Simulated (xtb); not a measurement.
C₇H₈, triplet, from a rough starting geometry (a higher spin typed on purpose: for a closed-shell molecule this is an excited state); GFN2-xTB (xtb 6.7.1).

Input for xtb:
```
$ xtb mol.xyz --gfn 2 --uhf 2 --opt vtight --json

# file mol.xyz
15

C     -2.16795950    -0.05044400     0.03163798
C     -0.67731294    -0.02703883     0.05073875
C     -0.03123955    -1.20172523     0.15339244
C      1.43760628    -1.06909694     0.13477038
C      2.06947564     0.12519498    -0.01634775
C      1.34374942     1.23351909    -0.20430343
C     -0.09367100     1.20442070    -0.16349850
H     -2.57961800     0.84970158     0.30455634
H     -2.59623290    -0.84904872     0.64504578
H     -2.51611182    -0.29076960    -1.03458064
H     -0.45840588    -2.05726895     0.30886763
H      1.98576635    -2.02548421     0.30469256
H      3.14136401     0.10838258    -0.03463759
H      1.76091684     2.19110577    -0.29800605
H     -0.58269596     2.08821865    -0.27415777
```

Output, abridged:

```
   ID    Z sym.   atoms
    1    6 C      1-7
    2    1 H      8-15

           -------------------------------------------------
          |                Calculation Setup                |
           -------------------------------------------------

           -------------------------------------------------
          |                 G F N 2 - x T B                 |
           -------------------------------------------------

          ...................................................
          :                      SETUP                      :
          :.................................................:
          :  # basis functions                  36          :
          :  # atomic orbitals                  36          :
          :  # shells                           22          :
          :  # electrons                        36          :
          :  max. iterations                   250          :
          :  Hamiltonian                  GFN2-xTB          :
          :  restarted?                      false          :
          :  GBSA solvation                  false          :
          :  PC potential                    false          :
          :  electronic temp.          300.0000000     K    :
          :  accuracy                    1.0000000          :
          :  -> integral cutoff          0.2500000E+02      :
          :  -> integral neglect         0.1000000E-07      :
          :  -> SCF convergence          0.1000000E-05 Eh   :
          :  -> wf. convergence          0.1000000E-03 e    :
          :  Broyden damping             0.4000000          :
          :  net charge                          0          :
          :  unpaired electrons                  2          :
          ...................................................

 iter      E             dE          RMSdq      gap      omega  full diag
   1    -19.2509705 -0.192510E+02  0.417E+00    1.06       0.0  T
   2    -19.2577425 -0.677204E-02  0.270E+00    0.88       1.0  T
   3    -19.1906913  0.670512E-01  0.287E+00    1.10       1.0  T
   4    -19.2714152 -0.807239E-01  0.501E-01    0.88       1.0  T
   5    -19.2715136 -0.984097E-04  0.220E-01    0.98       1.0  T
   6    -19.2718736 -0.359988E-03  0.178E-01    0.91       1.0  T
   7    -19.2721087 -0.235137E-03  0.819E-02    0.93       1.0  T
   8    -19.2721552 -0.464315E-04  0.401E-02    0.93       1.0  T
   9    -19.2721679 -0.127253E-04  0.126E-02    0.93       2.0  T
  10    -19.2721688 -0.926709E-06  0.410E-03    0.94       6.3  T
  11    -19.2721689 -0.102845E-06  0.144E-03    0.94      18.0  T
  12    -19.2721689 -0.129607E-07  0.207E-04    0.94     124.8  T
  13    -19.2721689 -0.147544E-10  0.163E-04    0.94     158.1  T

   *** convergence criteria satisfied after 13 iterations ***

 transition dipole moment (au) for excitation:          18          19
     X       Y       Z
   1.3436  -0.3543   0.0290  total (au/Debye):    1.390   3.533
 dE (eV)             :    4.230
 oscillator strength :  0.28311E+00

         :::::::::::::::::::::::::::::::::::::::::::::::::::::
         ::                     SUMMARY                     ::
         :::::::::::::::::::::::::::::::::::::::::::::::::::::
         :: total energy             -18.860532213347 Eh    ::
         :: gradient norm              0.194983421076 Eh/a0 ::
         :: HOMO-LUMO gap              0.935912686627 eV    ::
         ::.................................................::
         :: SCC energy               -19.272151561006 Eh    ::
         :: -> isotropic ES            0.002460063747 Eh    ::
         :: -> anisotropic ES          0.002984049641 Eh    ::
         :: -> anisotropic XC          0.012531329795 Eh    ::
         :: -> dispersion             -0.010604660829 Eh    ::
         :: repulsion energy           0.411619347659 Eh    ::
         :: add. restraining           0.000000000000 Eh    ::
         :: total charge               0.000000000000 e     ::
         :::::::::::::::::::::::::::::::::::::::::::::::::::::

      -----------------------------------------------------------
     |                   =====================                   |
     |                        A N C O P T                        |
     |                   =====================                   |
     |               Approximate Normal Coordinate               |
     |                Rational Function Optimizer                |
      -----------------------------------------------------------
      -----------------------------------------------------------
     |                   =====================                   |
     |                        A N C O P T                        |
     |                   =====================                   |
     |               Approximate Normal Coordinate               |
     |                Rational Function Optimizer                |
      -----------------------------------------------------------

          ...................................................
          :                      SETUP                      :
          :.................................................:
          :   optimization level         verytight          :
          :   max. optcycles                   300          :
          :   ANC micro-cycles                  20          :
          :   degrees of freedom                39          :
          :.................................................:
          :   RF solver                   davidson          :
          :   write xtbopt.log                true          :
          :   linear?                        false          :
          :   energy convergence         0.1000000E-06 Eh   :
          :   grad. convergence          0.2000000E-03 Eh/α :
          :   maxmium RF displ.          1.0000000          :
          :   Hlow (freq-cutoff)         0.1000000E-01      :
          :   Hmax (freq-cutoff)         5.0000000          :
[...]
 * total energy  :   -18.8964839 Eh     change       -0.1885948E-04 Eh
 * total energy  :   -18.8964868 Eh     change       -0.2859135E-05 Eh
 * total energy  :   -18.8964905 Eh     change       -0.3758985E-05 Eh
 * total energy  :   -18.8964936 Eh     change       -0.3014973E-05 Eh
 * total energy  :   -18.8964963 Eh     change       -0.2701639E-05 Eh
 * total energy  :   -18.8965003 Eh     change       -0.4021075E-05 Eh
 * total energy  :   -18.8965068 Eh     change       -0.6517510E-05 Eh
 * total energy  :   -18.8965135 Eh     change       -0.6656741E-05 Eh
 * total energy  :   -18.8965171 Eh     change       -0.3658064E-05 Eh
 * total energy  :   -18.8965181 Eh     change       -0.9588954E-06 Eh
 * total energy  :   -18.8965183 Eh     change       -0.2088277E-06 Eh
 * total energy  :   -18.8965183 Eh     change       -0.6018806E-07 Eh
   *** GEOMETRY OPTIMIZATION CONVERGED AFTER 46 ITERATIONS ***
         :: total energy             -18.896518341131 Eh    ::
[...]
         :: total charge               0.000000000000 e     ::
         :::::::::::::::::::::::::::::::::::::::::::::::::::::

           -------------------------------------------------
          |                Property Printout                |
           -------------------------------------------------

    * Orbital Energies and Occupations

         #    Occupation            Energy/Eh            Energy/eV
      -------------------------------------------------------------
         1        2.0000           -0.6344165             -17.2634
       ...           ...                  ...                  ...
         7        2.0000           -0.5173943             -14.0790
         8        2.0000           -0.5039820             -13.7140
         9        2.0000           -0.4962331             -13.5032
        10        2.0000           -0.4871934             -13.2572
        11        2.0000           -0.4741576             -12.9025
        12        2.0000           -0.4650055             -12.6534
        13        2.0000           -0.4588231             -12.4852
        14        2.0000           -0.4477848             -12.1848
        15        2.0000           -0.4285479             -11.6614
        16        2.0000           -0.4196933             -11.4204
        17        2.0000           -0.3916739             -10.6580
        18        1.0000           -0.3511935              -9.5565
        19        1.0000           -0.2621532              -7.1336 (HOMO)
        20                         -0.2082806              -5.6676 (LUMO)
        21                         -0.1246546              -3.3920
        22                          0.0922340               2.5098
        23                          0.1313098               3.5731
        24                          0.1496162               4.0713
        25                          0.1608217               4.3762
        26                          0.1711338               4.6568
        27                          0.1925613               5.2399
        28                          0.2062622               5.6127
        29                          0.2193166               5.9679
        30                          0.2318063               6.3078
       ...                                ...                  ...
        36                          0.6243597              16.9897
      -------------------------------------------------------------
                  HL-Gap            0.0538726 Eh            1.4659 eV
             Fermi-level           -0.3033253 Eh           -8.2539 eV

     #   Z          covCN         q      C6AA      α(0)
     1   6 C        3.756    -0.106    22.573     6.774
     2   6 C        2.954     0.019    27.585     8.614
     3   6 C        2.911    -0.042    29.034     8.836
     4   6 C        2.914    -0.049    29.221     8.864
     5   6 C        2.908    -0.031    28.768     8.795
     6   6 C        2.903    -0.034    28.854     8.808
     7   6 C        2.912    -0.065    29.608     8.923
     8   1 H        0.924     0.052     2.292     2.367
     9   1 H        0.925     0.043     2.411     2.428
    10   1 H        0.924     0.052     2.292     2.367
    11   1 H        0.925     0.028     2.608     2.525
    12   1 H        0.926     0.028     2.616     2.529
    13   1 H        0.925     0.029     2.595     2.519
    14   1 H        0.926     0.034     2.524     2.484
    15   1 H        0.924     0.040     2.454     2.450

 Mol. C6AA /au·bohr⁶  :       2452.032438
 Mol. C8AA /au·bohr⁸  :      58762.202598
 Mol. α(0) /au        :         79.284715

Wiberg/Mayer (AO) data.
largest (>0.10) Wiberg bond orders for each atom

 ---------------------------------------------------------------------------
     #   Z sym  total        # sym  WBO       # sym  WBO       # sym  WBO
 ---------------------------------------------------------------------------
     1   6 C    3.996 --     2 C    1.035     9 H    0.984     8 H    0.965
                            10 H    0.959
     2   6 C    3.921 --     3 C    1.577     7 C    1.054     1 C    1.035
                             4 C    0.113
     3   6 C    3.985 --     2 C    1.577     4 C    1.283    11 H    0.960
     4   6 C    3.799 --     3 C    1.283     5 C    1.227    12 H    0.970
                             2 C    0.113
     5   6 C    3.984 --     6 C    1.649     4 C    1.227    13 H    0.963
     6   6 C    3.942 --     5 C    1.649     7 C    1.090    14 H    0.959
     7   6 C    3.312 --     6 C    1.090     2 C    1.054    15 H    0.922
     8   1 H    0.997 --     1 C    0.965
     9   1 H    0.998 --     1 C    0.984
    10   1 H    0.997 --     1 C    0.959
    11   1 H    0.999 --     3 C    0.960
    12   1 H    0.999 --     4 C    0.970
    13   1 H    0.999 --     5 C    0.963
    14   1 H    0.998 --     6 C    0.959
    15   1 H    0.996 --     7 C    0.922
 ---------------------------------------------------------------------------

Topologies differ in total number of bonds
Writing topology from bond orders to xtbtopo.mol

molecular dipole:
                 x           y           z       tot (Debye)
 q only:       -0.293       0.029       0.001
   full:       -0.255      -0.023      -0.055       0.667
molecular quadrupole (traceless):
                xx          xy          yy          xz          yz          zz
 q only:        1.724       0.250      -0.412       0.098      -0.368      -1.312
  q+dip:        2.736       0.309       0.920       0.834      -1.549      -3.655
   full:        2.030       0.383      -0.166       0.527      -1.126      -1.865

optimized geometry written to: xtbopt.xyz

           -------------------------------------------------
          | TOTAL ENERGY              -18.896518341131 Eh   |
          | GRADIENT NORM               0.000070761493 Eh/α |
          | HOMO-LUMO GAP               1.465948513644 eV   |
           -------------------------------------------------

normal termination of xtb
```
